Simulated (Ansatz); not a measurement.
Relaxation of BrFGeH₄O₃ (10 atoms, charge 0, multiplicity 1), to a largest force component of 0.03 eV/Å in at most 50 steps.

All numbers below come from RKS PBE/def2-SVP in Ansatz.

```xyz
10
Properties=species:S:1:pos:R:3:forces:R:3
Ge 0.379 0.239 -0.263 0.35 0.39 -0.15
F -1.010 0.155 2.272 -0.41 -0.29 0.11
O 1.163 -0.022 -1.841 -0.01 -0.09 0.11
H 1.660 -0.864 -1.800 0.01 0.02 -0.07
O -1.017 1.295 -0.570 -0.05 -0.07 -0.07
H -1.399 1.024 -1.432 0.03 0.06 0.07
O 0.082 -1.388 0.378 0.12 -0.04 0.03
H -0.300 -1.275 1.275 -0.06 0.02 0.00
Br 1.796 1.558 1.133 -0.42 -0.36 -0.10
H -0.373 0.752 2.603 0.45 0.37 0.06
```

Task: Where does it end, and by what steps?

Result: It converged. After 8 steps the energy has fallen by 0.150 eV; F2 moved furthest, 0.59 Å.

```json
{"step": "0", "energy less start (eV)": "0.0000", "largest force component (eV/Å)": "0.453", "accepted": "yes"}
{"step": "1", "energy less start (eV)": "-0.0427", "largest force component (eV/Å)": "1.546", "accepted": "yes"}
{"step": "2", "energy less start (eV)": "-0.1041", "largest force component (eV/Å)": "0.973", "accepted": "yes"}
{"step": "3", "energy less start (eV)": "-0.1248", "largest force component (eV/Å)": "0.538", "accepted": "yes"}
{"step": "4", "energy less start (eV)": "-0.1412", "largest force component (eV/Å)": "0.172", "accepted": "yes"}
{"step": "5", "energy less start (eV)": "-0.1387", "largest force component (eV/Å)": "0.267", "accepted": "no"}
{"step": "6", "energy less start (eV)": "-0.1491", "largest force component (eV/Å)": "0.077", "accepted": "yes"}
{"step": "7", "energy less start (eV)": "-0.1496", "largest force component (eV/Å)": "0.056", "accepted": "yes"}
{"step": "8", "energy less start (eV)": "-0.1500", "largest force component (eV/Å)": "0.014", "accepted": "yes"}
```

```xyz
10
Properties=species:S:1:pos:R:3
Ge 0.298 0.287 -0.378
F -0.736 -0.069 2.747
O 1.263 -0.067 -1.824
H 1.773 -0.890 -1.690
O -1.037 1.354 -0.856
H -1.423 1.032 -1.694
O -0.125 -1.257 0.372
H -0.450 -1.078 1.290
Br 1.458 1.600 1.200
H -0.041 0.565 2.588
```

Whether the end is a true minimum wasn't checked by a vibrational analysis.

Time of the run: 13 s on 4 threads of Intel(R) Xeon(R) 6975P-C (Granite Rapids), with other jobs on the host, peak memory 0.24 GiB.
